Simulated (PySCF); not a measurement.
Polarisability and C₆ of Tc (technetium, neutral)

[Kr] 4d5 5s2, high-spin 6S determinant. All numbers are calculated (PySCF 2.14, scalar relativity by spin-free X2C-1e, in aug-cc-pVTZ-DK (9s8p6d3f2g, 102 functions)). Coupled (time-dependent) response in atomic units; α is the mean over directions.

| method | mean α (bohr³) | C₆ (like pair) | S(−4) |
| --- | --- | --- | --- |
| PBE0 | 91.52 | 1052 | 5160 |

S(−4) is the Cauchy moment in α(ω) = α(0) + S(−4) ω² + …

Reference α: 79 ± 10 bohr³ (recommended; Schwerdtfeger and Nagle, table of static dipole polarizabilities (2023 update)). Published C₆: 939.0 (Gould and Bucko (2016)).

α(iu) at PBE0:

```
u (hartree)  α(iu) (bohr³)
          0          91.52
     0.0500          80.95
      0.100          62.80
      0.200          37.11
      0.300          24.27
      0.500          13.41
      0.750          8.235
       1.00          5.766
       1.50          3.393
       2.00          2.259
       3.00          1.208
       5.00         0.5066
```

A single London oscillator, α(iu) = α/(1 + u²/ω²), gives C₆ = (3/4) ω α². Matching the computed C₆ needs ω = 4 × 1052 / (3 × 91.52²) = 0.167 hartree.
